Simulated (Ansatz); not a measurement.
Compare A (`C[Si]SC`) with its isomer B (`SC1C[SiH2]1`).

Gas-phase electronic energies from Ansatz, PBE0-D4/def2-TZVP geometries. CCSD(T)/CBS adds triple-zeta CCSD(T) − MP2 to the extrapolated MP2 energy (def2 sets, frozen cores). This one scheme is used for every species. Functionals use def2-TZVPP. B3LYP here is the variant with VWN-RPA as its local correlation; programs differ in this. Each species was taken in one conformer, which may not be the lowest.

A:

Z-matrix (Å, degrees):
```
C
Si 1 1.903
H 1 1.091 2 116.5
H 1 1.096 2 108.4 3 -123.2
H 1 1.097 2 108.0 3 122.6
S 2 2.108 1 96.6 3 -2.5
C 6 1.812 2 103.4 1 -179.7
H 7 1.091 6 110.3 2 -0.2
H 7 1.090 6 109.0 2 -120.6
H 7 1.090 6 109.1 2 120.2
```

B:

Z-matrix (Å, degrees):
```
C
C 1 1.546
Si 1 1.856 2 64.9
S 1 1.785 2 114.3 3 -114.6
H 1 1.086 2 114.2 3 111.7
H 2 1.085 1 115.7 3 -113.1
H 2 1.085 1 115.6 3 111.3
H 3 1.478 1 118.6 2 105.1
H 3 1.475 1 118.3 2 -106.5
H 4 1.343 1 98.6 2 140.4
```

Task: Which is lower in electronic energy at CCSD(T)/CBS, and by how much? (Estimate.)

Result: Computed: A, by 27.4 kcal/mol.

Task: Give E(B) − E(A) in kcal/mol with PBE0-D4, B3LYP, B3LYP-D4, r2SCAN-D4, PBE-D4, ωB97M-V, CCSD/def2-TZVPP. (An estimate is asked.)

Result: Computed: PBE0-D4 26.8, B3LYP 29.9, B3LYP-D4 29.7, r2SCAN-D4 26.1, PBE-D4 28.3, ωB97M-V 27.9, CCSD/def2-TZVPP 27.2. None reverses the order clearly.

Largest T1 diagnostic: 0.014.

From PBE to PBE0 (25 % exact exchange), in def2-TZVPP and without D4, E(B) − E(A) moves by −1.5 kcal/mol. In def2-TZVPP, CCSD(T) changes the Hartree–Fock value by −1.7 kcal/mol (the triples alone add −0.0 kcal/mol) and MP2 by −4.0 kcal/mol.
